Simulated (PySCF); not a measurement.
Compound: C2H10AsPSi3.
Structure used (PBE0-D3(BJ)/def2-SVP), in Å, numbered top down from 1:
```
atom  x, y, z in Å
C1     3.2541   -0.5248   -0.9163
C2     2.8498    0.0126    0.0989
Si3    2.1407    0.8265    1.5798
As4   -0.1913    1.1641    1.3863
Si5   -0.1274    1.5742   -0.9522
Si6   -0.7005   -1.1280    1.0990
P7    -2.6666   -1.1702   -0.0316
H8     3.6201   -0.9973   -1.8108
H9     2.4047   -0.0213    2.7795
H10    2.7916    2.1578    1.7520
H11    0.9279    2.5967   -1.2225
H12   -1.4573    2.1228   -1.3510
H13    0.1537    0.3353   -1.7363
H14   -0.7690   -1.7739    2.4465
H15    0.3162   -1.8419    0.2674
H16   -3.4231   -0.7180    1.0929
H17   -2.9176   -2.5530    0.2291
```

All values: CAM-B3LYP/def2-SVPD (PySCF, non-relativistic), on one gas-phase PBE0-D3(BJ)/def2-SVP geometry that isn't relaxed in the solvent. The solvent is an IEF-PCM continuum (Bondi radii, 1.10 Å for H, scaled by 1.2), and excitations are vertical TDDFT with non-equilibrium linear response and a frozen core. The model holds no explicit solvent molecules, cavitation or dispersion. Spin–orbit coupling is left out although an atom past zinc is present.

```csv
run,E − E(gas) (kcal/mol),HOMO (eV),HOMO–LUMO gap (eV),dipole (D),lowest singlet (eV),static polarisability (au)
gas,0.00,-8.46,8.70,0.94,5.77,167.7
P,-1.35,-8.41,8.72,1.06,5.76,198.7
Q,-1.18,-8.42,8.72,1.04,5.76,194.5
```

The runs were made in benzene and cyclohexane. Which run belongs to which solvent?

P = benzene, Q = cyclohexane. The dielectric constants are 2.017 (cyclohexane), 2.271 (benzene), and the energy falls further as ε rises. The optical constants n² used for the excitations are 2.04, 2.25 in the same order. In this model the ground state sees the solvent through ε alone.

How constant is the ratio of the lowering to (ε − 1)/(2ε + 1)?

```csv
solvent,(ε − 1)/(2ε + 1),E − E(gas) (kcal/mol),ratio (kcal/mol),polarisation term (kcal/mol)
cyclohexane,0.202,-1.18,-5.8,-1.24
benzene,0.229,-1.35,-5.9,-1.44
```

The ratio changes by +1.0 % in size from cyclohexane to benzene. The polarisation term is half the interaction of the solute with the induced surface charges.
